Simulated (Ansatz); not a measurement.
Zn₃O₃, relaxed as a singlet with RKS r2SCAN-D4/def2-SVP in Ansatz, starting from the GFN1-xTB geometry. Force threshold 0.02 eV/Å.

The structure comes from a short search, and lower isomers may exist.

Start:

| atom | x (Å) | y (Å) | z (Å) |
| --- | --- | --- | --- |
| Zn1 | 0.856 | 1.298 | -0.011 |
| Zn2 | 0.269 | -1.118 | -1.047 |
| Zn3 | -1.124 | -0.181 | 1.059 |
| O4 | 1.397 | 0.225 | -1.316 |
| O5 | -1.065 | -1.613 | 0.013 |
| O6 | -0.333 | 1.389 | 1.302 |

Task: Estimate the energy that the relaxation releases and the steps that it takes.

Result: 0.17 eV, in 3 steps; 8 s on 4 threads of Arm Neoverse V2 on a shared host. No frequencies were taken in this run, so the end may be a saddle point.

Task: Does the start keep its bonding and symmetry?

Result: By distances, no bond broke or formed. The bond that changes most is Zn2–O5, from 1.77 to 1.81 Å (atoms count from 1). Point group D3h at the start, D3h at the end, both within 0.05 Å.

Task: Predict the relaxed structure.

Result: 
```xyz
6

Zn    0.828    1.255   -0.011
Zn    0.259   -1.081   -1.014
Zn   -1.088   -0.175    1.024
O     1.452    0.233   -1.367
O    -1.106   -1.676    0.014
O    -0.346    1.443    1.353
```
Bond lengths (bridged metal pairs left out): 6 × O–Zn 1.81 Å.
